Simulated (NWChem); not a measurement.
Everything below was run with NWChem. System: H5Si2, charge 0, spin multiplicity 2, at a geometry optimised with UPBE/def2-SVP. The structure started from a generated list of species. Its SCF solution wasn't tested for a lower state. Level: UMP2/def2-TZVP, 10 core orbitals frozen.

Output (cleaned and shortened):

```
             Northwest Computational Chemistry Package (NWChem) 7.3.0
             --------------------------------------------------------

                                NWChem Input Module
                                -------------------

 Scaling coordinates for geometry "geometry" by  1.889725989
 (inverse scale =  0.529177249)

 Turning off AUTOSYM since
 SYMMETRY directive was detected!

                             Geometry "geometry" -> ""
                             -------------------------

 Output coordinates in angstroms (scale by  1.889725989 to convert to a.u.)

  No.       Tag          Charge          X              Y              Z
 ---- ---------------- ---------- -------------- -------------- --------------
    1 Si                  14.0000    -0.13027100    -1.20920400     0.00000000
    2 Si                  14.0000     0.05368000     1.12418700     0.00000000
    3 H                    1.0000     0.42025200    -1.87686400     1.23443100
    4 H                    1.0000     0.42025200    -1.87686400    -1.23443100
    5 H                    1.0000    -0.62753600     1.67300000    -1.22473800
    6 H                    1.0000    -0.62753600     1.67300000     1.22473800
    7 H                    1.0000     1.48685200     1.59796200     0.00000000

 Effective nuclear repulsion energy (a.u.)      82.0536724202

            Nuclear Dipole moment (a.u.)
            ----------------------------
        X                 Y               Z
 ---------------- ---------------- ----------------
     0.0000188973    -0.0000075589     0.0000000000

      Symmetry information
      --------------------

 Group name             Cs
 Group number              2
 Group order               2
 No. of unique centers     5

      Symmetry unique atoms

     1    2    3    5    7


 Summary of "ao basis" -> "" (spherical)
 ------------------------------------------------------------------------------
       Tag                 Description            Shells   Functions and Types
 ---------------- ------------------------------  ------  ---------------------
 *                         def2-tzvp                  on all atoms

 Summary of "ao basis" -> "ao basis" (spherical)
 ------------------------------------------------------------------------------
       Tag                 Description            Shells   Functions and Types
 ---------------- ------------------------------  ------  ---------------------
 Si                        def2-tzvp                13       37   5s5p2d1f
 H                         def2-tzvp                 4        6   3s1p

                                 NWChem SCF Module
                                 -----------------

  ao basis        = "ao basis"
  functions       =   104
  atoms           =     7
  alpha electrons =    17
  beta  electrons =    16
  charge          =   0.00
  wavefunction    = UHF
  use symmetry    = T
  symmetry adapt  = T

 Summary of "ao basis" -> "ao basis" (spherical)
 ------------------------------------------------------------------------------
       Tag                 Description            Shells   Functions and Types
 ---------------- ------------------------------  ------  ---------------------
 Si                        def2-tzvp                13       37   5s5p2d1f
 H                         def2-tzvp                 4        6   3s1p

      Symmetry analysis of basis
      --------------------------

        a'         67
        a"         37

 Forming initial guess at       0.1s

   Symmetry analysis of molecular orbitals - initial alpha
   -------------------------------------------------------

  Numbering of irreducible representations:

     1 a'          2 a"

  Orbital symmetries:

     1 a'          2 a'          3 a'          4 a'          5 a'
     6 a"          7 a'          8 a'          9 a"         10 a'
    11 a'         12 a'         13 a"         14 a'         15 a"
    16 a'         17 a'         18 a"         19 a'         20 a'
    21 a'         22 a"         23 a'         24 a'         25 a'
    26 a"         27 a'

   Symmetry analysis of molecular orbitals - initial beta
   ------------------------------------------------------
[...]
    Atom       Charge   Shell Charges
 -----------   ------   -------------------------------------------------------
    1 Si  14    13.96   2.00  0.59  1.39  0.85  0.53  4.12  1.73  0.50  1.51  0.54  0.08  0.12  0.01
    2 Si  14    13.86   2.00  0.58  1.39  0.81  0.47  4.12  1.73  0.51  1.53  0.40  0.11  0.17  0.02
    3 H    1     1.03   0.23  0.55  0.24  0.01
    4 H    1     1.03   0.23  0.55  0.24  0.01
    5 H    1     1.04   0.23  0.56  0.24  0.01
    6 H    1     1.04   0.23  0.56  0.24  0.01
    7 H    1     1.04   0.23  0.56  0.24  0.01

  Mulliken analysis of the alpha density
  --------------------------------------

    Atom       Charge   Shell Charges
 -----------   ------   -------------------------------------------------------
    1 Si  14     7.49   1.00  0.29  0.69  0.46  0.31  2.07  0.86  0.29  0.99  0.42  0.04  0.06  0.01
    2 Si  14     6.93   1.00  0.29  0.70  0.41  0.23  2.06  0.86  0.26  0.76  0.20  0.06  0.09  0.01
    3 H    1     0.51   0.11  0.27  0.12  0.01
    4 H    1     0.51   0.11  0.27  0.12  0.01
    5 H    1     0.52   0.12  0.28  0.12  0.00
    6 H    1     0.52   0.12  0.28  0.12  0.00
    7 H    1     0.54   0.12  0.29  0.12  0.00

   Mulliken analysis of the beta density
   -------------------------------------

    Atom       Charge   Shell Charges
 -----------   ------   -------------------------------------------------------
    1 Si  14     6.48   1.00  0.29  0.70  0.39  0.22  2.05  0.87  0.21  0.52  0.13  0.04  0.06  0.01
    2 Si  14     6.93   1.00  0.29  0.70  0.41  0.24  2.06  0.86  0.26  0.77  0.21  0.05  0.08  0.01
    3 H    1     0.52   0.12  0.28  0.12  0.00
    4 H    1     0.52   0.12  0.28  0.12  0.00
    5 H    1     0.52   0.12  0.28  0.12  0.00
    6 H    1     0.52   0.12  0.28  0.12  0.00
    7 H    1     0.50   0.11  0.27  0.12  0.00

   Mulliken analysis of the spin density
   -------------------------------------

    Atom       Charge   Shell Charges
 -----------   ------   -------------------------------------------------------
    1 Si  14     1.01   0.00  0.00 -0.00  0.07  0.08  0.02 -0.02  0.08  0.47  0.29 -0.00  0.00 -0.00
    2 Si  14    -0.00   0.00  0.00 -0.00 -0.00 -0.00 -0.00  0.00 -0.00 -0.00 -0.01  0.00  0.01  0.00
    3 H    1    -0.01  -0.00 -0.01 -0.01  0.00
    4 H    1    -0.01  -0.00 -0.01 -0.01  0.00
    5 H    1    -0.01  -0.00 -0.00 -0.00  0.00
    6 H    1    -0.01  -0.00 -0.00 -0.00  0.00
    7 H    1     0.03   0.01  0.02  0.01  0.00

       Multipole analysis of the density wrt the origin
       ------------------------------------------------

     L   x y z        total         alpha         beta         nuclear
     -   - - -        -----         -----         ----         -------
     0   0 0 0     -0.000000    -17.000000    -16.000000     33.000000

     1   1 0 0     -0.007600      0.496642     -0.504261      0.000019
     1   0 1 0      0.012224      1.167827     -1.155596     -0.000008
     1   0 0 1     -0.000000     -0.000000     -0.000000      0.000000

     2   2 0 0    -23.484754    -20.999256    -15.446620     12.961122
     2   1 1 0      0.016057     -5.005733     -1.223550      6.245341
     2   1 0 1      0.000000      0.000000     -0.000000      0.000000
     2   0 2 0    -23.991159   -111.152993   -103.390756    190.552590
     2   0 1 1     -0.000000      0.000000     -0.000000      0.000000
     2   0 0 2    -23.255543    -23.168738    -21.683196     21.596390

                   NWChem MP2 Semi-direct Energy/Gradient Module
                   ---------------------------------------------

  Basis functions       =    104
  Molecular orbitals    =    104
  Frozen core           =     10
  Frozen virtuals       =      0
  Active alpha occupied =      7
  Active beta occupied  =      6
  Active alpha virtual  =     87
  Active beta virtual   =     88
  Use MO symmetry       = T
  Use skeleton AO sym   = T

  AO/Fock/Back tols     =   1.0D-09  1.0D-09  1.0D-09

 GA uses MA = F    GA memory limited = T

 Available:
  local mem=  1.26D+08
 global mem=  1.44D+08
 local disk=  0.00D+00
  mp2_memr nvloc                    87
  nvloc new                    87
   1 passes of   7:        5242880                      52502                  10959621.
   1 passes of   7: M    126151483           G      144157568           F     120908603.

 Semi-direct pass number   1 of   1  for UHF alpha       at        5.2s
  vrange nnbf                  5284
  mp2_eaftype                    41  avail_ma_in_mb                  1099
 EAF : mp2_eaftype filesize          41    5479811.
  mp2_eaf for mointskh                     41
Node 0 wrote     25.7 Mb in      0.0 s     Agg I/O rate:  1434.3 Mb/s
 Done moints_semi at       10.1s
  mp2_eaftype                    41  avail_ma_in_mb                  1058
 EAF : mp2_eaftype filesize          41    5479811.
  mp2_eaf for kh                    41
 Done maket at       10.3s
 Done multipass loop at       10.3s

 GA uses MA = F    GA memory limited = T

 Available:
  local mem=  1.26D+08
 global mem=  1.44D+08
 local disk=  0.00D+00
  mp2_memr nvloc                    88
  nvloc new                    88
   1 passes of   6:        5242880                      48454                   9504408.
   1 passes of   6: M    126151483           G      144157568           F     120908603.

 Semi-direct pass number   1 of   1  for UHF beta        at       10.4s
  vrange nnbf                  5284
  mp2_eaftype                    36  avail_ma_in_mb                  1099
 EAF : mp2_eaftype filesize          36    4752204.
  mp2_eaf for mointskh                     36
Node 0 wrote     22.3 Mb in      0.0 s     Agg I/O rate:  1606.7 Mb/s
 Done moints_semi at       15.3s
  mp2_eaftype                    36  avail_ma_in_mb                  1063
 EAF : mp2_eaftype filesize          36    4752204.
  mp2_eaf for kh                    36
 Done maket at       15.5s
 Done multipass loop at       15.5s

          -------------------------------------------
          SCF energy                -580.746613721259
          Correlation energy          -0.221733021134
          Singlet pairs                0.000000000000
          Triplet pairs                0.000000000000
          Total MP2 energy          -580.968346742394
          -------------------------------------------

          ---------------------------------------------------
                    Spin Component Scaled (SCS) MP2
          Same spin pairs                     -0.032416124825
          Same spin scaling factor             0.333333333333
          Opposite spin pairs                 -0.189316896309
          Opposite spin scaling fact.          1.200000000000
          SCS-MP2 correlation energy          -0.237985650513
          Total SCS-MP2 energy              -580.984599371772
          ---------------------------------------------------

 -----------------------
 Performance information
 -----------------------

 Timer overhead =  2.21D-07 seconds/call

               Nr. of calls         CPU time (s)                 Wall time (s)                GFlops
             ---------------    -------------------     ------------------------------   -------------------
Name         Min   Avg   Max    Min     Avg     Max     Min     Avg     Max   Mx/calls   Min     Max     Sum
mp2: moin     2     2     2    9.9     9.9     9.9      9.9     9.9     9.9     4.9      0.0     0.0     0.0
mp2: make     2     2     2   0.40    0.40    0.40     0.40    0.40    0.40    0.20      0.0     0.0     0.0
mp2: tota     1     1     1    10.     10.     10.      10.     10.     10.     10.      0.0     0.0     0.0

 The average no. of pstat calls per process was 5.00D+00
 with a timing overhead of 1.11D-06s

 Task  times  cpu:       15.4s     wall:       15.4s

 Total times  cpu:       15.5s     wall:       15.5s
```

Write an NWChem input that would produce this output.

One answer among several that fit: 
```
start mol
memory heap 200 mb stack 900 mb global 1100 mb
geometry units angstroms nocenter noautoz
  Si    -0.130271    -1.209204     0.000000
  Si     0.053680     1.124187     0.000000
  H      0.420252    -1.876864     1.234431
  H      0.420252    -1.876864    -1.234431
  H     -0.627536     1.673000    -1.224738
  H     -0.627536     1.673000     1.224738
  H      1.486852     1.597962     0.000000
  symmetry group Cs
end
basis spherical
  * library def2-tzvp
end
scf
  uhf
  nopen 1
  maxiter 100
  thresh 1e-7
  semidirect memsize 60000000 filesize 0
  # guess.movecs holds the orbitals of an unrestricted PBE0 run
  vectors input guess.movecs output mol.movecs
end
mp2
  freeze core 10
end
task mp2 energy
```
